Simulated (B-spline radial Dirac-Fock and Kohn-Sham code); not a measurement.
**Core and valence levels of Se²⁺**

System: the Se²⁺ ion, configuration [Ar] 3d10 4s2 4p2, inside a Watson sphere of charge -2 and radius 2.2 Å (a model of the Madelung potential; inside it an electron's potential energy is raised by 13.1 eV); nuclear rms radius 4.14 fm (A = 80).

The run's input, task.json:

```json
{"items": [{
  "Z": 34,
  "q": 2,
  "cfg": [[1, 0, 2], [2, 0, 2], [2, 1, 6], [3, 0, 2], [3, 1, 6], [3, 2, 10], [4, 0, 2], [4, 1, 2]],
  "A": 80,
  "rrms": 4.14,
  "watson": [-2, 2.2],
  "do": ["binding"]
}]}
```

Launch: `python xray_run.py task.json out`

Model: Dirac-Fock energy differences between relaxed states, corrected for Breit and QED terms. Program: a B-spline atomic structure program. Correlation and solid-state effects are left out. Energies are counted from the vacuum level.

All terms are in eV, carry their sign (relaxation lowers the binding energy) and add up to the binding energy; ⟨r⟩ is the mean radius of the orbital in the initial state.

| subshell | −ε (Koopmans) | relaxation | Breit | self-energy | vacuum polarisation | binding energy | ⟨r⟩ (bohr) |
| --- | --- | --- | --- | --- | --- | --- | --- |
| K | 12755.0 | -50.53 | -18.34 | -9.92 | 1.00 | 12677.2 | 0.044 |
| L1 | 1707.0 | -24.83 | -1.37 | -1.07 | 0.10 | 1679.9 | 0.195 |
| L2 | 1525.9 | -27.19 | -2.40 | 0.12 | -0.01 | 1496.4 | 0.169 |
| L3 | 1483.7 | -26.73 | -1.57 | 0.03 | -0.01 | 1455.4 | 0.172 |
| M1 | 260.6 | -6.59 | -0.14 | -0.17 | 0.02 | 253.8 | 0.571 |
| M2 | 196.9 | -6.64 | -0.26 | 0.02 | 0.00 | 190.0 | 0.581 |
| M3 | 190.6 | -6.43 | -0.14 | 0.01 | 0.00 | 184.1 | 0.591 |
| M4 | 80.94 | -6.44 | -0.02 | 0.02 | 0.00 | 74.50 | 0.620 |
| M5 | 79.97 | -6.36 | 0.03 | 0.01 | 0.00 | 73.65 | 0.625 |
| N1 | 29.78 | -0.54 | -0.01 | -0.02 | 0.00 | 29.21 | 1.723 |
| N2,3 | 17.50 | -0.36 | -0.01 | 0.00 | 0.00 | 17.13 | 2.020 |

For the deepest level, K (1s), the Breit terms make up -0.145 % of the binding energy, QED -0.070 % and orbital relaxation -0.399 %.

Spin-orbit splittings: 2p 40.99 eV, 3p 5.90 eV, 3d 0.85 eV.

Values without a named source are computed, but for edge energies of neutral atoms, which are taken from tables.
